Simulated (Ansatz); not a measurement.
C₂H₇AlS, SMILES `C[CH2][AlH][SH]`. Total charge 0; spin multiplicity 1.

Cartesian coordinates in Å:
```
C -0.117 1.339 -0.194
C -0.664 0.185 0.642
Al 0.070 -1.594 0.292
S 1.622 -1.879 -1.224
H -0.290 1.181 -1.262
H -0.583 2.293 0.069
H 0.961 1.461 -0.058
H -0.519 0.386 1.712
H -1.753 0.110 0.525
H -0.388 -2.906 1.052
H 1.660 -0.576 -1.555
```

(1) What are the harmonic wavenumbers in cm⁻¹ at PBE0-D4/def2-TZVP (Ansatz, finite differences of forces, unscaled)? (Estimate.)

(2) Is this a minimum?

(3) Give the ideal-gas thermochemistry at 298.15 K and 1 bar (rigid rotor, harmonic oscillator; point group Cs, symmetry number 1).

(4) And at 400, 500, 600, 800 and 1000 K?

## Answers

(1) The calculation gave: 69, 110, 198, 287, 287, 440, 466, 548, 609, 614, 730, 927, 964, 1042, 1222, 1252, 1406, 1433, 1493, 1501, 1934, 2706, 3019, 3036, 3053, 3099, 3107.

(2) Yes, all 27 modes are real.

(3) Zero-point energy 212.6 kJ/mol; H(298) − E = 233.7 kJ/mol; entropy 344.9 J/(mol·K), of which translation 165.0, rotation 111.8, vibration 68.1; G(298) − E = 130.9 kJ/mol. Modes under 100 cm⁻¹ are hindered rotations or soft bends, so the harmonic entropy is rough.

(4) 
```csv
T (K),H − E (kJ/mol),S (J/mol/K),G − E (kJ/mol)
400,245.7,379.4,93.9
500,259.3,409.7,54.5
600,274.5,437.3,12.1
800,308.4,485.9,-80.3
1000,346.1,527.9,-181.8
```
